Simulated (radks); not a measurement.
The numbers below are computed, except where a source is named.
Rh2+, 43 electrons, occupied as [Kr] 4d7.

Level of theory: scalar-relativistic Kohn-Sham, PBE, spin-polarised, spherical densities, finite nucleus; open shells are filled with parallel spins first (spin-orbit coupling, left out, can overturn this in heavy ions); Fermi nuclear charge, rms radius 4.4945 fm (a radial shooting solver on a logarithmic mesh with Libxc functionals).

Energy parts (eV):
| part | energy |
|---|---|
| total | -130154.790 |
| kinetic | 134792.499 |
| electron-nucleus | -313272.347 |
| Hartree | 52079.512 |
| exchange-correlation | -3754.454 |

Orbitals (lengths in bohr, moments of r in powers of bohr; r(max) is where P^2 peaks):
\begin{tabular}{lrrrr}
orbital & occ. & eigenvalue (eV) & <r^2> & r(max) \\ \hline
1s down & 1 & -23058.97 & 0.001438 & 0.02118 \\
1s up & 1 & -23058.96 & 0.001438 & 0.02118 \\
2s up & 1 & -3361.237 & 0.02374 & 0.1198 \\
2s down & 1 & -3360.756 & 0.02374 & 0.1198 \\
2p up & 3 & -3014.535 & 0.01869 & 0.09576 \\
2p down & 3 & -3014.174 & 0.01869 & 0.09576 \\
3s up & 1 & -617.9737 & 0.1747 & 0.3514 \\
3s down & 1 & -617.7349 & 0.1746 & 0.3515 \\
3p up & 3 & -504.0144 & 0.1772 & 0.3446 \\
3p down & 3 & -503.7405 & 0.1771 & 0.3447 \\
3d up & 5 & -321.8463 & 0.1640 & 0.2914 \\
3d down & 5 & -321.4126 & 0.1639 & 0.2915 \\
4s up & 1 & -104.3410 & 1.085 & 0.8820 \\
4s down & 1 & -102.2205 & 1.080 & 0.8798 \\
4p up & 3 & -72.1868 & 1.324 & 0.9444 \\
4p down & 3 & -69.9525 & 1.321 & 0.9418 \\
4d up & 5 & -26.6816 & 2.461 & 1.130 \\
4d down & 2 & -24.4739 & 2.549 & 1.128 \\
\end{tabular}

The highest occupied level is 4d down at -24.474 eV. Spin moment in Bohr magnetons: 3. For comparison, the ionisation energy in NIST's Atomic Spectra Database is 31.060 eV (semi-empirical). In exact Kohn-Sham theory the highest level is minus the ionisation energy, but local and semilocal functionals leave it too shallow, through self-interaction and a potential that decays too fast; potentials with the right tail come closer. The electron density at the nucleus is 1.238e+05 e/bohr^3 (large components only). The density falls to 0.001 e/bohr^3 at r = 3.42 bohr. Summed over all electrons, <r^2> = 30.72 bohr^2, which gives a Langevin (diamagnetic) susceptibility term of -24.3 x 10^-6 cm^3/mol.
